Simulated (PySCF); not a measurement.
[TiCl5]3-: Ti(II) (d2), charge -3. The structure is a PBE0-D3(BJ)/def2-TZVP, IEF-PCM water geometry optimised for multiplicity 3; coordination trigonal bipyramidal, point group Cs, metal–donor distances 2.48–2.63 Å.

Method (PySCF 2.14, density fitting): CASSCF(2,5) with orbitals averaged over all microstates of the shell, strongly contracted NEVPT2 on the averaged canonical orbitals; basis x2c-TZVPall on the metal, x2c-SVPall elsewhere; spin-free X2C; IEF-PCM water; spin-orbit coupling by state interaction with the mean-field operator over all roots.

CASSCF energies above the lowest CASSCF root:

```tsv
state	CASSCF / cm⁻¹
3A'	0
3A''	1727
3A''	1825
3A''	3233
3A''	3375
3A'	9324
3A'	9523
1A'	11731
1A'	11748
1A''	12060
1A''	12182
1A'	13570
3A'	15184
1A''	17076
3A''	17412
1A''	17422
3A''	17651
1A'	19585
1A'	19642
1A''	22347
1A''	22508
1A'	22675
```

Problem. How does dynamic correlation (SC-NEVPT2) move these states?

Solution. 
```
state  NEVPT2 / cm⁻¹  shift / cm⁻¹
  3A'              0             0
 3A''           1811           +84
 3A''           1879           +54
 3A''           3460          +227
 3A''           3620          +245
  3A'          10488         +1164
  3A'          10680         +1157
  1A'           9835         -1896
  1A'           9848         -1899
 1A''          10203         -1857
 1A''          10312         -1870
  1A'          11669         -1901
  3A'          12864         -2321
 1A''          15113         -1963
 3A''          15770         -1642
 1A''          15446         -1977
 3A''          16022         -1629
  1A'          17678         -1907
  1A'          17723         -1919
 1A''          21288         -1059
 1A''          21453         -1055
  1A'          21650         -1024
```
